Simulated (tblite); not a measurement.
Question: Give a GFN2-xTB geometry of `F[C@@]12[CH]C[C@@H]1C=C2` [radical]. (Doublet state.)

Answer: 
```xyz
13
C6H6F angstrom
F     -0.5225    0.1528   -2.2820
C     -0.1961    0.2668   -0.9538
C     -1.2399    0.6507    0.0169
C     -0.9042   -0.4415    0.9641
C      0.2036   -0.9125   -0.0148
C      1.4974   -0.1694    0.1799
C      1.1730    0.8396   -0.6273
H     -1.9168    1.4781    0.0567
H     -1.7058   -1.1745    1.0908
H     -0.5600   -0.1435    1.9583
H      0.2148   -1.9498   -0.3243
H      2.3286   -0.3674    0.8303
H      1.6234    1.7711   -0.9126
```

Any rigid rotation of these coordinates is as good. Atoms count from 1 in this order. The 4-membered ring C2–C5–C6–C7 has internal angles of 85.7° to 94.9° (sum 360°, against 360° for a flat polygon); it is planar, 0.00 Å rms from its mean plane, widest ring torsion 0°. C6 (carbon bonded to 2 C and H) is planar (angles 134.0°, 130.8° and 94.9°, sum 359.7°, 0.04 Å off the plane of its three neighbours). C3 (carbon bonded to 2 C and H) is planar (angles 133.5°, 132.3° and 93.9°, sum 359.7°, 0.04 Å off the plane of its three neighbours). C7 (carbon bonded to 2 C and H) is planar (angles 135.7°, 130.4° and 93.7°, sum 359.8°, 0.03 Å off the plane of its three neighbours).

Bonds between heavy atoms (Å): F1–C2 1.372, C2–C3 1.476, C3–C4 1.484, C4–C5 1.552, C5–C6 1.505, C6=C7 1.332, C2–C5 1.560, C2–C7 1.520.

Structure optimised with GFN2-xTB, isolated species. This method treats the open shell by occupation alone, without spin polarisation.

Its GFN2-xTB frequencies are all real (lowest 177 cm⁻¹).

All values are computed, not measured.
